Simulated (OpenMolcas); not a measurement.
## N, P, As, Sb, Bi: ns² np³ down the group

```json
{
 "Program": "OpenMolcas",
 "Method": "CASSCF",
 "Basis": "ANO-RCC-VQZP",
 "Scalar Hamiltonian": "DKH2, point nucleus",
 "Spin-orbit coupling": "state interaction with AMFI integrals over the reference wave functions, term energies averaged over their components"
}
```

Active space for each ion: 5 electrons in 8 orbitals (s p s p).

Computed levels in cm-1 above ⁴S°_3/2:

```json
{"Level": "²D°_3/2", "N": "22209", "P": "14649", "As": "13783", "Sb": "11703", "Bi": "11795"}
{"Level": "²D°_5/2", "N": "22214", "P": "14670", "As": "14133", "Sb": "13111", "Bi": "16657"}
{"Level": "²P°_1/2", "N": "28502", "P": "19548", "As": "19326", "Sb": "17901", "Bi": "21910"}
{"Level": "²P°_3/2", "N": "28506", "P": "19560", "As": "19705", "Sb": "19615", "Bi": "30807"}
{"Level": "weight of ⁴S° in the lowest level (%)", "N": "100", "P": "100", "As": "100", "Sb": "98", "Bi": "75"}
```

Mixed levels, with the weight of the term that names them: Bi ⁴S°_3/2 (75 %), Bi ²D°_3/2 (65 %), Bi ²P°_3/2 (65 %).

Measured, with the error of the calculation in %. Measured levels: N, P, As, Sb, Bi from NIST Handbook of Basic Atomic Spectroscopic Data.

| Level | N | P | As | Sb | Bi |
| --- | --- | --- | --- | --- | --- |
| ²D°_3/2 | 19233 (+15.5) | 11361 (+28.9) | 10593 (+30.1) | 8512 (+37.5) | 11419 (+3.3) |
| ²D°_5/2 | 19224 (+15.5) | 11377 (+28.9) | 10915 (+29.5) | 9854 (+33.1) | 15438 (+7.9) |
| ²P°_1/2 | 28839 (-1.2) | 18723 (+4.4) | 18186 (+6.3) | 16395 (+9.2) | 21661 (+1.1) |
| ²P°_3/2 | 28839 (-1.2) | 18748 (+4.3) | 18648 (+5.7) | 18464 (+6.2) | 33165 (-7.1) |

Without spin-orbit coupling ²D° lies 22212, 14664, 14048, 12676, 12414 cm-1 above ⁴S° in that order; the difference to the level ²D°_3/2, of either sign, comes from spin-orbit coupling, which also lowers the zero.

Without dynamic correlation excited terms often stand tens of per cent too high (terms of higher spin than the ground term too low), and those without a measured partner can miss by more than the paired ones (holds for N; P; As). Active for correlation alone: 3p 3s; no level in the range computed is led by a configuration that fills them, so any true level of that kind is missing (holds for N). The run also gave levels led by 3s² 3p² 4s, which use shells meant for correlation; these and all levels above them are left out (holds for P). No level of 3s 3p⁴ was computed, though it lies in the active space (holds for P). Some levels mix across a computed gap that differs much from the measured one, so their mixing is not that of the real levels (holds for As). The run also gave levels led by 4s² 4p² 5s, which use shells meant for correlation; these and all levels above them are left out (holds for As). Active for correlation alone: 6p 6s; no level in the range computed is led by a configuration that fills them, so any true level of that kind is missing (holds for Sb). Active for correlation alone: 7p 7s; no level in the range computed is led by a configuration that fills them, so any true level of that kind is missing (holds for Bi). Computed and measured levels are paired by configuration, term and J; levels that our copy of the source lacks, or whose pairing is in doubt (as where it misses far off the trend of its configuration), stay unpaired and out of the deviations. Only configurations of the active space appear.

° marks odd parity.
